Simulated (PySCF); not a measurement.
```xyz
4
charge 0 multiplicity 2, angstrom
In   -0.2568    0.0000    0.0260
F     1.0717    0.0000    1.4803
O     0.5404    0.0000   -1.8114
H     1.5016    0.0000   -1.7312
```

Method: PySCF, UPBE0, basis In def2-TZVP with ECP28, F def2-TZVP, O def2-TZVP, H def2-TZVP (scalar-relativistic core potentials, no spin–orbit coupling, density fitting).

This geometry of InF(OH) is a stationary point at this level.

Problem. What is the point group?

Solution. Cs.

Problem. Is it a minimum?

Solution. Yes: all harmonic wavenumbers are real.

Problem. List the harmonic modes with their infrared intensities.

Solution. 
```json
{"symmetry": "a'", "ω (cm⁻¹)": "114", "IR (km/mol)": "22.0"}
{"symmetry": "a''", "ω (cm⁻¹)": "249", "IR (km/mol)": "102"}
{"symmetry": "a'", "ω (cm⁻¹)": "542", "IR (km/mol)": "34.3"}
{"symmetry": "a'", "ω (cm⁻¹)": "557", "IR (km/mol)": "104"}
{"symmetry": "a'", "ω (cm⁻¹)": "812", "IR (km/mol)": "35.3"}
{"symmetry": "a'", "ω (cm⁻¹)": "3833", "IR (km/mol)": "58.6"}
```

Problem. Give the ideal-gas entropy at 298.15 K and 1 bar by parts.

Solution. translation 171.4, rotation 102.7, vibration 26.0, spin 5.8; total 305.9 J/(mol K).

This need not be the most stable arrangement of these atoms. At this level a doublet minimum of Cs symmetry lies 5 kJ/mol below this structure. With an element this heavy the missing spin–orbit coupling can shift these numbers.
